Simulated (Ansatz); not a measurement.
Reaction (cleavage of the B–Si bond): `B[SiH](B)F` + `Cl[SiH]1N[SiH2]1` → `BN1[SiH2][SiH]1Cl` + `B[SiH2]F`

Computed with Ansatz on PBE0-D4/def2-TZVP structures; ΔE is electronic, products minus reactants. CCSD(T)/CBS is the MP2 limit (def2-TZVPP, def2-QZVPP) plus CCSD(T) − MP2 in def2-TZVPP, frozen cores. DFT in def2-TZVPP. B3LYP here is the variant with VWN-RPA as its local correlation; programs differ in this.

```json
{"level": "LDA (SPW92)", "ΔE (kJ/mol)": "-127.8"}
{"level": "revPBE-D4", "ΔE (kJ/mol)": "-125.9"}
{"level": "CAM-B3LYP-D4", "ΔE (kJ/mol)": "-140.9"}
{"level": "PBE-QIDH", "ΔE (kJ/mol)": "-135.1"}
{"level": "PBE", "ΔE (kJ/mol)": "-123.2"}
{"level": "revPBE", "ΔE (kJ/mol)": "-121.2"}
{"level": "B3LYP", "ΔE (kJ/mol)": "-135.8"}
{"level": "RPA@PBE/def2-TZVPP", "ΔE (kJ/mol)": "-139.4"}
```

**Question.** What does CCSD(T)/CBS give? (An estimate is asked.)

**Answer.** Ansatz gave: -134.6 kJ/mol. The listed levels differ from it by 6.8, 8.7, -6.3, -0.5, 11.4, 13.4, -1.2, -4.8 kJ/mol.

Largest T1 diagnostic among the species: 0.013.

From PBE to PBE0 (25 % exact exchange), in def2-TZVPP and without D4, ΔE moves by −3.6 kJ/mol. Leaving LDA and LC-ωPBE aside and taking each functional with its dispersion term where it has one, the values, not all of them listed here, spread over 17.5 kJ/mol, from BHLYP-D4 to PBE-D4. LDA lies −4.6 kJ/mol from PBE without D4. At CCSD(T), def2-SVP lies −16.6 kJ/mol from the extrapolated value and def2-TZVPP −2.7 kJ/mol.
